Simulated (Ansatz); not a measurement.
Reaction (substitution at a C–Sn bond): `C#C[CH](C)[SnH3]` + CH₃OH → `C#CC(C)OC` + `[SnH4]`

Computed with Ansatz on PBE0-D4/def2-TZVP structures; ΔE is electronic, products minus reactants. CBS: MP2 limit from def2 TZ/QZ plus the TZ coupled-cluster correction, frozen cores. This one scheme is used for every species. DFT in def2-TZVPP. B3LYP here is the variant with VWN-RPA as its local correlation; programs differ in this. Elements past krypton have def2 core potentials. For Sn outer-core shells are correlated without core-valence functions, which leaves a few kJ/mol of doubt a bond. Each species was taken in one conformer, which may not be the lowest.

`C#C[CH](C)[SnH3]`:

```xyz
13

C     1.120    2.319    0.287
C     0.864    1.166    0.055
C     0.513   -0.207   -0.206
C     0.616   -1.100    1.030
Sn   -1.505   -0.223   -1.025
H     1.355    3.337    0.489
H     1.152   -0.597   -1.003
H     1.636   -1.097    1.425
H     0.348   -2.132    0.790
H    -0.045   -0.752    1.826
H    -1.925   -1.839   -1.405
H    -2.563    0.383    0.168
H    -1.565    0.741   -2.430
```

CH₃OH:

Z-matrix (Å, degrees):
```
C
O 1 1.409
H 1 1.097 2 112.4
H 1 1.090 2 107.0 3 -118.5
H 1 1.097 2 112.4 3 123.0
H 2 0.959 1 108.5 3 -61.6
```

`C#CC(C)OC`:

Cartesian coordinates in Å:
```
C -1.805 -1.263 1.063
C -1.066 -0.600 0.388
C -0.167 0.215 -0.435
C -0.766 1.577 -0.729
O 1.078 0.426 0.190
C 1.823 -0.751 0.371
H -2.462 -1.847 1.664
H -0.007 -0.324 -1.384
H -1.724 1.469 -1.238
H -0.922 2.122 0.203
H -0.083 2.145 -1.362
H 2.773 -0.461 0.820
H 1.310 -1.456 1.036
H 2.018 -1.251 -0.588
```

`[SnH4]`:

Cartesian coordinates in Å:
```
Sn 0.000 0.000 0.000
H 0.616 1.504 0.512
H 0.149 -1.134 1.263
H 0.878 -0.542 -1.356
H -1.643 0.171 -0.418
```

```csv
level,ΔE (kJ/mol),difference from CCSD(T)/CBS
r2SCAN-D4,39.8,-12.2
B3LYP-D4,41.6,-10.4
ωB97X-V,34.9,-17.1
B3LYP,38.2,-13.8
HF/def2-TZVPP,28.1,-23.9
SCS-MP2/def2-TZVPP,47.3,-4.7
CCSD(T)/def2-TZVPP,42.8,-9.2
HF/def2-QZVPP,28.9,-23.1
MP2/def2-QZVPP,59.9,7.9
HF/CBS(def2),29.0,-23.0
CCSD(T)/CBS,52.0,0
```

Largest T1 diagnostic among the species: 0.013.

In def2-TZVPP, CCSD(T) changes the Hartree–Fock value by +14.8 kJ/mol (the triples alone add +1.1 kJ/mol) and MP2 by +26.3 kJ/mol. The D4 term adds +3.4 kJ/mol with B3LYP and +1.7 kJ/mol with PBE0; it sums over pairs of atoms, weighted by their polarisabilities, and B3LYP, whose exchange is more repulsive, gets the larger term.
